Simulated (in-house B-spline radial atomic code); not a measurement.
Successive ionisation energies of cobalt; each step leads to the configuration of the next row (after the last: [Ar] 3d3/2(4)). Dirac energy differences include first-order Breit, QED and recoil terms. NIST's values go from ground level to ground level; the uncertainty of those that are theory runs from under 0.1 % in few-electron ions to several per cent in heavy many-electron ones. Computed with a B-spline radial code for spherical atoms: Dirac-Hartree-Fock, jj configuration that fills j = l - 1/2 first, finite nuclei.

Some pairs differ by more than the removed electron.

A number in brackets counts the electrons of a j subshell.

| ion | configuration | ionisation energy (eV) | tabulated value (eV) | tabulated kind | computed minus tabulated (eV) | highest orbital | largest mean radius (bohr) |
| --- | --- | --- | --- | --- | --- | --- | --- |
| Co | [Ar] 3d3/2(4) 3d5/2(3) 4s2 | 6.86 | 7.88101 | measured | -1.02 | 4s1/2 | 3.1053 |
| Co+ | [Ar] 3d3/2(4) 3d5/2(4) | ? | ? | measured | ? | ? | ? |
| Co2+ | [Ar] 3d3/2(4) 3d5/2(3) | ? | ? | semi-empirical | ? | ? | ? |
| Co3+ | [Ar] 3d3/2(4) 3d5/2(2) | 52.63 | 51.27 | semi-empirical | 1.36 | 3d5/2 | 0.93316 |
| Co4+ | [Ar] 3d3/2(4) 3d5/2(1) | 74.81 | 79.5 | semi-empirical | -4.69 | 3d5/2 | 0.87573 |

(1) Fill in the row of Co+.

(2) Fill in the row of Co2+.

(3) Where is the largest jump?

(4) How far is this level of theory from the measured and semi-empirical values?

## Answers

(1) ionisation energy (eV): 15.65; tabulated value (eV): 17.0844; computed minus tabulated (eV): -1.44; highest orbital: 3d5/2; largest mean radius (bohr): 1.109.

(2) ionisation energy (eV): 32.79; tabulated value (eV): 33.5; computed minus tabulated (eV): -0.71; highest orbital: 3d5/2; largest mean radius (bohr): 1.0068.

(3) From Co to Co+, by a factor of 2.28 (6.8566 to 15.649 eV); the highest orbital goes from 4s1/2 to 3d5/2.

(4) Over those 5 rows the differences run from -4.69 to +1.36 eV (mean absolute value 1.8 eV). The calculation leaves out correlation and, in open shells, the multiplet splittings that an average leaves out.
